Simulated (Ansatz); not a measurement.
Reaction (redistribution): `C[N](C)[Hf]([F])([N](C)C)[N](C)C` + `FC1=N[SiH]1Cl` → `C[N](C)[Hf]([Cl])([N](C)C)[N](C)C` + `FC1=N[SiH]1F`

Isolated molecules relaxed with PBE0-D4/def2-TZVP in Ansatz; ΔE leaves out vibrations. CCSD(T)/CBS is the MP2 limit (def2-TZVPP, def2-QZVPP) plus CCSD(T) − MP2 in def2-TZVPP, frozen cores. DFT in def2-TZVPP. def2 core potentials past Kr. For Hf outer-core shells are correlated without core-valence functions, which leaves a few kJ/mol of doubt a bond. Each species was taken in one conformer, which may not be the lowest.

| level | ΔE (kJ/mol) |
| --- | --- |
| PBE-D4 | -28.7 |
| r2SCAN0-D4 | -43.1 |
| ωB97X-V | -37.7 |
| ωB97M-V | -39.7 |
| r2SCANh | -39.4 |
| CCSD/def2-SVP | -29.7 |
| CCSD(T)/def2-SVP | -29.8 |
| CCSD/def2-TZVPP | -46.9 |

Task: What does CCSD(T)/CBS give? (An estimate is asked.)

Result: The calculation gave: -46.0 kJ/mol. The listed levels differ from it by 17.3, 2.9, 8.3, 6.3, 6.6, 16.3, 16.2, -0.9 kJ/mol.

Largest T1 diagnostic among the species: 0.014.

From r2SCAN to r2SCAN0 (25 % exact exchange), in def2-TZVPP and without D4, ΔE moves by −4.2 kJ/mol. Leaving LDA and LC-ωPBE aside and taking each functional with its dispersion term where it has one, the values, not all of them listed here, spread over 19.7 kJ/mol, from BHLYP-D4 to revPBE-D4. LDA lies −7.5 kJ/mol from PBE without D4.
